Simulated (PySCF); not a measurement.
## Electron correlation in Mo³⁸⁺ (molybdenum, charge +38)

Starting occupation: [He] 2s2. All numbers are calculated (PySCF 2.14, X2C-1e with screened-nucleus spin-orbit coupling, Gaussian nucleus, in an uncontracted even-tempered set (17 s from 4.1 bohr⁻², ratio 2.6; 12 p from 5.4 bohr⁻², ratio 2.6; 7 d from 5.5 bohr⁻², ratio 2.8; 4 f from 110 bohr⁻², ratio 2.8)). Frozen: nothing; 4 electrons correlated; the 32 highest virtual spinors left out.

MP2 pair energies summed by pair of shells (mhartree):

```json
{"pair": "2s1/2-2s1/2", "energy": "-212.23", "share (%)": "76.5"}
{"pair": "1s1/2-1s1/2", "energy": "-47.24", "share (%)": "17.0"}
{"pair": "1s1/2-2s1/2", "energy": "-18.00", "share (%)": "6.5"}
```

Total MP2 correlation energy: -277.47 mhartree.

The virtual space was cut to 50 spinors, which keep -263.58 of the -277.47 mhartree of MP2 correlation.

| level | correlation energy (mhartree) |
| --- | --- |
| CCSD | -398.84 |
| (T) | -0.38 |
| CCSD(T) | -399.22 |

Diagnostics: T1 = 0.00037, largest double amplitude 0.142.

**Question.** Is a single reference adequate?

**Answer.** Mostly. T1 lies below 0.03, but a double amplitude of this size points to a near-degeneracy that CCSD handles and MP2 describes poorly.

The coupled-cluster values are those of the cut space; adding the MP2 remainder, -13.89 mhartree, estimates the full space.

At this charge the one-electron X2C treatment keeps the bare 1/r₁₂, with no two-electron picture change or Breit term. That inflates the 1s pair energies well beyond their four-component values.
